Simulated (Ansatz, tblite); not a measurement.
Removing and adding an electron: B2(Br)4 (B2Br4). Charge 0, multiplicity 1. Geometry: PBE-D4/def2-SVP. Ansatz, gas phase; energy differences of separate SCF runs; the oxidised species was run as a doublet alone; the reduced species was run as a doublet alone.

```xyz
6

B     0.685    0.490    0.013
Br    1.904    0.456   -1.463
Br    1.012    1.628    1.517
B    -0.685   -0.490   -0.013
Br   -2.319    0.181   -0.753
Br   -0.597   -2.265    0.699
```

The xTB rows come from tblite. HOMO above LUMO, or a gap near zero within one spin, warns that the state may not be the lowest or that an electron is smeared out.

Task: Estimate orbital energies and vertical ionisation energies and electron affinities at: GFN1-xTB; GFN2-xTB; PBE-D4/def2-TZVP; PBE-D4/def2-TZVPD; PBE0-D4/def2-TZVP; PBE0-D4/def2-TZVPD; r2SCAN0-D4/def2-TZVP; r2SCAN0-D4/def2-TZVPD.

Result: 
```
                level  −HOMO (eV)  vertical IE (eV)  −LUMO (eV)  vertical EA (eV)  HOMO–LUMO gap (eV)  IE − EA (eV)                                                                   remarks
             GFN1-xTB       11.12             14.35        7.80              4.55                3.32          9.81                                                                         –
             GFN2-xTB       11.75             14.31        8.83              5.98                2.92          8.33                                                                         –
     PBE-D4/def2-TZVP        6.86              9.31        3.16                 –                3.70             –                                                                         –
    PBE-D4/def2-TZVPD        6.89                 –        3.21              0.94                3.68             –  HOMO above zero (-1 doublet), gap within one spin near zero (-1 doublet)
    PBE0-D4/def2-TZVP        8.12              9.82        2.36                 –                5.76             –                                                                         –
   PBE0-D4/def2-TZVPD        8.14                 –        2.41              0.94                5.73             –                                              HOMO above zero (-1 doublet)
 r2SCAN0-D4/def2-TZVP        8.33              9.97        2.25                 –                6.07             –                                                                         –
r2SCAN0-D4/def2-TZVPD        8.33                 –        2.28              0.96                6.05             –                                              HOMO above zero (-1 doublet)
```

   A HOMO above zero means that the electron is unbound at that level or that self-interaction error raises the level; the energy of removing that electron tells which. Raw xTB energy differences between charge states are shifted by several eV; the methods need an empirical correction for them.
